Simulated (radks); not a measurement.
Question: Ti+, 21 electrons, occupied as [Ar] 3d2 4s1. Method: scalar-relativistic Kohn-Sham, r2SCAN, spin-unpolarised, spherical densities, finite nucleus; meta-GGA in the generalised Kohn-Sham scheme; Fermi nuclear charge, rms radius 3.5921 fm; computed with a radial shooting solver on a logarithmic mesh with Libxc functionals. Some entries of the table are withheld. Estimate them.

orbital,occ.,eigenvalue (hartree),<r^2> (bohr^2),<1/r> (bohr^-1)
1s,2,-179.9454,0.006517,(1)
2s,2,-20.27825,0.1242,4.565
2p,6,(2),(3),4.453
3s,2,-2.65527,1.170,1.390
3p,6,-1.74279,1.387,1.259
3d,2,-0.40930,3.041,0.8922
4s,1,(4),(5),0.3976

Answer: 
(1) 1s <1/r> (bohr^-1): 21.80
(2) 2p eigenvalue (hartree): -16.78091
(3) 2p <r^2> (bohr^2): 0.1034
(4) 4s eigenvalue (hartree): -0.37812
(5) 4s <r^2> (bohr^2): 11.88
